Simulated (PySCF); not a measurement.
Computed shifts of a molecule C6H17NSi, KT2/pcSseg-1 run with PySCF, GIAO, gas phase, equivalent atoms averaged, in ppm (number of nuclei): ²⁹Si: -45.8 (1). ¹⁵N: 62.6 (1). ¹³C: 61.3 (1), 58.7 (1), 30.7 (1), 30.2 (1), 30.0 (1), 28.3 (1). ¹H: 5.15 (3), 3.71 (1), 3.56 (1), 1.67 (3), 1.63 (3), 1.56 (3), 1.52 (3). References: ²⁹Si against TMS (σ = 361.9 ppm); ¹⁵N against NH3 (σ = 266.2 ppm); ¹³C against TMS (σ = 185.1 ppm); ¹H against TMS (σ = 31.47 ppm), references at their B3LYP-D3(BJ)/def2-TZVP geometries, non-relativistic. Geometry: B3LYP-D3(BJ)/def2-SVP. The values are those of a single conformer.

Problem. Which molecule gave these data?
A. CN(C)[SiH2]C(C)(C)C
B. CC[C@@](C)(NC)[SiH2]C
C. CC(C)N([SiH3])C(C)C
D. C[SiH](C)NC(C)(C)C

Solution. C, CC(C)N([SiH3])C(C)C
